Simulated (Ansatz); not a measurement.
`C[O][Al]([F])[O][SiH3]` + `C=CS` → `C=CS[SiH3]` + `C[O][Al]([OH])[F]`  (ligand exchange at the Si–O bond)

Program: Ansatz. Geometries: PBE0-D4/def2-TZVP. ΔE: electronic, gas phase. CCSD(T)/CBS is the MP2 limit (def2-TZVPP, def2-QZVPP) plus CCSD(T) − MP2 in def2-TZVPP, frozen cores. This one scheme is used for every species. Functionals use def2-TZVPP. One conformer a species, not always the lowest.

`C[O][Al]([F])[O][SiH3]`:

Cartesian coordinates in Å:
```
C -1.066 2.158 0.554
O 0.151 1.987 -0.117
Al 1.051 0.666 -0.594
F 2.460 0.941 -1.382
O 0.561 -0.901 -0.293
Si 0.321 -2.501 -0.135
H -1.764 2.714 -0.078
H -0.907 2.733 1.471
H -1.534 1.204 0.825
H 1.276 -3.064 0.855
H -1.066 -2.753 0.336
H 0.517 -3.184 -1.441
```

`C=CS`:

Z-matrix (Å, degrees):
```
C
C 1 1.327
H 1 1.082 2 120.2
H 1 1.084 2 122.3 3 -180.0
S 2 1.751 1 123.6 3 179.8
H 2 1.084 1 120.9 3 -0.0
H 5 1.340 2 96.7 1 179.1
```

`C=CS[SiH3]`:

Cartesian coordinates in Å:
```
C -0.552 1.822 -1.156
C 0.062 0.952 -0.366
S -0.719 0.203 1.024
Si 0.258 -1.694 0.989
H -1.597 2.079 -1.026
H -0.008 2.310 -1.956
H 1.110 0.709 -0.512
H -0.125 -2.369 2.252
H 1.730 -1.493 0.927
H -0.159 -2.516 -0.176
```

`C[O][Al]([OH])[F]`:

```xyz
9

C    -1.219   -0.247    1.019
O    -0.857   -0.008   -0.312
Al    0.584    0.220   -1.120
O     2.049    0.186   -0.290
F     0.541    0.478   -2.741
H    -1.763   -1.194    1.092
H    -1.881    0.550    1.373
H    -0.353   -0.296    1.688
H     2.898    0.311   -0.711
```

```tsv
level	ΔE (kJ/mol)	difference from CCSD(T)/CBS
PBE-D4	36.8	-15.1
r2SCAN-D4	50.3	-1.6
PBE0-D4	42.9	-9.0
B2PLYP	57.0	5.1
MP2/def2-TZVPP	50.9	-1.0
CCSD/def2-TZVPP	59.1	7.2
CCSD(T)/def2-TZVPP	54.8	2.9
SCS-MP2/def2-QZVPP	56.9	5.0
MP2/CBS(def2)	48.0	-3.9
CCSD/CBS(def2)	56.2	4.3
CCSD(T)/CBS	51.9	0
```

Largest T1 diagnostic among the species: 0.012.

From PBE to PBE0 (25 % exact exchange), in def2-TZVPP and without D4, ΔE moves by +5.7 kJ/mol. In def2-TZVPP, CCSD(T) changes the Hartree–Fock value by −22.2 kJ/mol (the triples alone add −4.4 kJ/mol) and MP2 by −26.0 kJ/mol.
